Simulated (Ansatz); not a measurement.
Reactions of `[F][GeH]([F])[F]`.

Program: Ansatz. Geometries: PBE0-D4/def2-TZVP. ΔE: electronic, gas phase. CBS: MP2 limit from def2 TZ/QZ plus the TZ coupled-cluster correction, frozen cores. This one scheme is used for every species, atoms too. Functionals use def2-TZVPP. Open shells (•) are unrestricted, without spin–orbit coupling. Spin–orbit coupling would lower the free atoms: a little for F; clearly for Ge. Bonds to Ge are less sure, by a few kJ/mol each and by 10 to 20 or more in all where they break to atoms, as the def2 sets lack core-valence functions. Scalar relativity is left out up to krypton. Each species was taken in one conformer, which may not be the lowest.

```tsv
reaction	CCSD(T)/CBS(def2) (kcal/mol)
`[F][GeH]([F])[F]` → 3 F• + Ge• + H•	425.0
`[F][GeH]([F])[F]` + H• → `[F][Ge]([F])[F]`• + H₂	-15.0
`[F][GeH]([F])[F]` + H₂O → `[OH][GeH]([F])[F]` + H–F	3.9
`[F][GeH]([F])[F]` → `[F][Ge][F]` + H–F	?
```

Q: Fill in the missing values. (Best estimate.)

A: Ansatz gave: `[F][GeH]([F])[F]` → `[F][Ge][F]` + H–F: +22.4 kcal/mol.

Largest T1 diagnostic: 0.015, for `[F][Ge][F]`.
